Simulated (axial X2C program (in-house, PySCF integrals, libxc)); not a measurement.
**Potential curves of GaH⁺, two-component**

Computed with an axial X2C code built on PySCF integrals. Two-component (2c) means X2C with spin–orbit coupling and atomic mean-field two-electron Coulomb and Gaunt terms. Basis: Ga dyall-cv3z [9s9p7d4f1g], H dyall-v3z [6s2p1d] (cores contracted in-house); Gaussian nuclei, density fitting, unrestricted open shells. Masses: Ga 68.926 u, H 1.008 u.

State: Ω = 1/2 (⟨Sz⟩ = 0.50, ⟨Lz⟩ = 0.00 at TPSS). Energies in cm⁻¹ from the fragments at the same level (Ga+ + H). Fits are polynomials in 1 − R0/R over 0.85 to 1.23 times the lowest point R0.

| R (Å) | TPSS | CCSD |
| --- | --- | --- |
| 1.4607 | -3580 |  |
| 1.5279 | -4586 | -2197 |
| 1.5783 | -5012 | -2553 |
| 1.6286 | -5231 | -2705 |
| 1.6790 | -5300 | -2710 |
| 1.7378 | -5248 | -2590 |
| 1.7965 | -5102 | -2387 |
| 1.8721 | -4834 | -2075 |
| 1.9644 | -4444 |  |
| 2.0987 | -3839 |  |

Correlated methods: 13 electrons correlated (number of frozen shells: Ga 3 s, 2 p; H none), 193 virtual spin orbitals or spinors in MP2, 90 natural virtuals in coupled cluster.

The state is a single determinant with fixed occupations, the lowest that a limited PBE0 search found. De is counted from the lowest determinant-based energies of the atoms at the same level, without counterpoise correction. Density functionals use the spin component along the axis (collinear). CCSD ran in a truncated set of natural virtual spinors with an MP2 remainder; without triples it tends to underbind. Coupled cluster ran on the points near the minimum only. MP2 and coupled cluster on one determinant become unreliable at the stretched end.

(1) What are Re, ωe and De at the TPSS level?

(2) What are Re, ωe and De at the CCSD level?

Answers

(1) At TPSS, 2c: Re = 1.683 Å, ωe ≈ 1170 cm⁻¹, De = 0.66 eV to Ga+ + H; Be follows as 5.99 cm⁻¹.

(2) At CCSD, 2c: Re = 1.655 Å, ωe ≈ 1270 cm⁻¹, De = 0.34 eV to Ga+ + H; Be follows as 6.2 cm⁻¹.
